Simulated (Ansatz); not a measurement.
## AlF2H4Si2+: which of two structures lies lower

Structure I is a singlet given by its coordinates and structure II is a singlet given by its coordinates. Both are isolated ions in the gas phase, relaxed with BLYP-D3(BJ)/def2-SVP.

I (Å):

| atom | x (Å) | y (Å) | z (Å) |
| --- | --- | --- | --- |
| Al | -1.2882 | -2.1090 | 2.8341 |
| F | -2.3141 | -1.9894 | 4.1189 |
| F | -2.0796 | -2.9499 | 1.3631 |
| Si | 0.7223 | -1.9174 | 1.4431 |
| Si | -0.8225 | -3.0156 | 0.0099 |
| H | 1.0515 | -0.5167 | 1.0512 |
| H | 1.8582 | -2.7657 | 1.9060 |
| H | -0.7011 | -4.4817 | -0.2078 |
| H | -1.5028 | -2.2408 | -1.0617 |

Close contacts (Å): Al1–F2 1.65, Al1–F3 1.87, Al1–Si4 2.45, F3–Si5 1.85, Si4–Si5 2.38, Si4–H6 1.49, Si4–H7 1.49, Si5–H8 1.49, Si5–H9 1.49.

II (Å):

```xyz
9

Al    0.5899    1.9704    2.0149
F     0.1266    3.4428    0.7132
F    -1.2823    2.6116    2.4158
Si   -1.5211    2.7861    0.6662
Si   -0.6342    0.6060    0.3357
H    -2.4375    3.9441    0.4733
H    -0.1017    0.4604   -1.0499
H    -1.6124   -0.4308    0.7752
H     1.6568    2.3582    3.0871
```

Close contacts (Å): Al1–F2 2.02, Al1–F3 2.02, Al1–Si4 2.63, Al1–Si5 2.49, F2–Si4 1.77, F3–Si4 1.77, Si4–Si5 2.38, Al1–H9 1.56, Si4–H6 1.49, Si5–H7 1.49, Si5–H8 1.49.

Task: Estimate E(II) − E(I) at the level CCSD(T)/def2-SVP + ΔMP2/def2-TZVPP.

Result: Calculated at CCSD(T)/def2-SVP + ΔMP2/def2-TZVPP: E(II) − E(I) = +74.0 kJ/mol, so structure I lies lower.

How the difference moves with the method:

```tsv
level	geometry	E(II) − E(I) (kJ/mol)	departure from the last row (kJ/mol)	job, with rough time for the two
BLYP-D3(BJ)/def2-SVP	BLYP-D3(BJ)/def2-SVP	+62.8	−11.3	optimisation, 21 s
HF/def2-SVP	BLYP-D3(BJ)/def2-SVP	+79.9	+5.9	part of the CCSD(T) run
MP2/def2-SVP	BLYP-D3(BJ)/def2-SVP	+74.8	+0.8	part of the CCSD(T) run
CCSD(T)/def2-SVP	BLYP-D3(BJ)/def2-SVP	+72.8	−1.3	single point
CCSD(T)/def2-SVP + ΔMP2/def2-TZVPP	BLYP-D3(BJ)/def2-SVP	+74.0		single point, 25 s
```

None of the levels shown reverses the order. The largest departure from CCSD(T)/def2-SVP + ΔMP2/def2-TZVPP is that of BLYP-D3(BJ)/def2-SVP, 11.3 kJ/mol. Levels run at GFN2-xTB geometries aren't shown. The last row adds to CCSD(T) the change of the MP2 difference between the two basis sets, here +1.3 kJ/mol.

With harmonic frequencies from BLYP-D3(BJ)/def2-SVP (ideal gas, rigid rotor, one conformer each, 298.15 K, 1 atm): on the last row, ΔE + ΔZPE = +71.0, ΔH = +70.2, ΔG = +74.7 kJ/mol.

The correlated steps freeze 17 core orbitals. Programs: Ansatz 0.2.0; the last row on 2 threads of Intel(R) Xeon(R) Platinum 8259CL CPU @ 2.50GHz (Skylake/Cascade Lake) on a shared host.
